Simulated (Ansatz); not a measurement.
The first iterations of a band of ClGeH3 + H2 (7 atoms, charge 0, multiplicity 1).

Computed with RKS PBE0-D4/def2-mTZVP (Ansatz).

```yaml
movable_images: 7
climbing_image: yes
spring: 5.0 eV/Å²
optimiser: quadratic models (default)
start_path: straight line
force_threshold: 0.03 eV/Å
iteration_limit: 60
end_points: relaxed
```

Initial state:

```xyz
7
Properties=species:S:1:pos:R:3
Ge 0.454 0.000 -0.052
Cl 0.643 0.000 2.105
H 1.876 0.000 -0.622
H -0.313 1.269 -0.436
H -0.313 -1.269 -0.436
H -3.046 0.000 1.020
H -2.553 0.000 1.578
```

Final state:

```xyz
7
Properties=species:S:1:pos:R:3
Ge -0.809 0.000 -0.599
Cl 0.794 0.000 3.554
H 0.713 0.000 -0.789
H -1.424 1.260 -1.219
H -1.424 -1.260 -1.219
H -1.117 0.000 0.914
H 0.016 0.000 2.515
```

| iteration | highest image above the first end (eV) | largest band force component (eV/Å) |
| --- | --- | --- |
| 1 | 4.597 | 3.548 |
| 2 | 3.320 | 2.179 |
| 3 | 2.624 | 4.082 |
| 4 | 2.368 | 0.880 |

**Question.** Does the band converge within its limit, and where does its top end?

**Answer.** It converged. It ended after 12 iterations with the highest image 2.403 eV above the first end. Another band between the same ends (7 images) ends at a top of the same energy, where a vibrational analysis finds 2 clearly imaginary modes. The orbitals stay closed-shell, which can raise the energy where a bond breaks towards radicals; this wasn't checked here.

Run time: 3.3 min on 1 thread of Arm Neoverse V1, with other jobs on the host, peak memory 0.15 GiB.
